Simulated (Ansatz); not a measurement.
Ansatz results at the PBE0-D4/def2-TZVP geometry: HOMO–LUMO gap (PBE0/def2-TZVPP) 7.57 eV; HOMO energy (PBE0/def2-TZVPP) -7.59 eV; HOMO energy (ωB97M-V/def2-TZVPP) -9.93 eV.

Question: Which molecule gave them?
A. `C#CC1[SiH2]S1`
B. `O=C([SeH])O[SiH3]`
C. `O[SiH]1[O][GeH2]1`
D. `Cl[SiH]1NCO1`

Answer: D. The others give `C#CC1[SiH2]S1`: 6.45, -7.14, -9.23; `O[SiH]1[O][GeH2]1`: 5.95, -6.83, -8.88; `O=C([SeH])O[SiH3]`: 7.14, -7.56, -9.73.
